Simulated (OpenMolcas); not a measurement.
**Ce3+: ligand-field states by method**

Ce3+ with 6 ligands (bromide) in trigonal prismatic coordination (D3h) at 2.92 Å, a polar angle of 55.5° against the regular 49.1°. A charge of +0.5 e stands 2.6 Å behind each ligand. Ligand basis ANO-RCC-VDZP.
```
Ce    0.0000    0.0000    0.0000
Br    2.4060    0.0000    1.6546
Br   -1.2030    2.0836    1.6546
Br   -1.2030   -2.0836    1.6546
Br    2.4060    0.0000   -1.6546
Br   -1.2030    2.0836   -1.6546
Br   -1.2030   -2.0836   -1.6546
```

| Property | Result |
| --- | --- |
| Program | OpenMolcas 26.06 |
| Basis | ANO-RCC-VDZP [7s6p4d2f1g] |
| Scalar Hamiltonian | DKH2, point nucleus |
| Active space | 1 electron in 7 orbitals (4f) |
| State averaging | 2S+1 = 2 odd, 7 roots |
| Spin-orbit coupling | RASSI with atomic mean-field integrals over the reference wave functions |

I. CASSCF
II. SS-CASPT2, IPEA 0.25 Eh, imaginary shift 0.1 Eh (closed shells correlated: 5s 5p and the ligand valence shells)

Spin-free states (labels of D3, the rotations of D3h) in cm-1, each column counted from its own energy of the first state listed:

| State | Degeneracy | I | II |
| --- | --- | --- | --- |
| 2A1 | 1 | 0 | 0 |
| 2A2 | 1 | 4 | 50 |
| 2E | 2 | 184 | 30 |
| 2A2 | 1 | 293 | 380 |
| 2E | 2 | 420 | 480 |

With spin-orbit coupling the lowest J multiplet is 295 (I), 253 (II) cm-1 wide, a factor of 0.86 from I to II.

χT at 300 K: I 0.77, II 0.77 cm3 K/mol.

Roots that are degenerate in the reference are averaged as groups; the widest CASPT2 spread within a group is 90 cm-1 (the 2-fold group of multiplicity 2 near 476 cm-1 above the lowest state of its run, II). Shifts and gaps below about the spread of the groups concerned are not significant. Over all roots computed the reference weight is 0.69 in II; a low but even weight reflects the number of correlated electrons. Splittings of an f shell from a small cluster at a set distance can be off by tens of per cent, mostly too small (holds for II). No measured value stands beside these numbers; the geometry is a model, was not optimised and need not be the one that this ion takes.
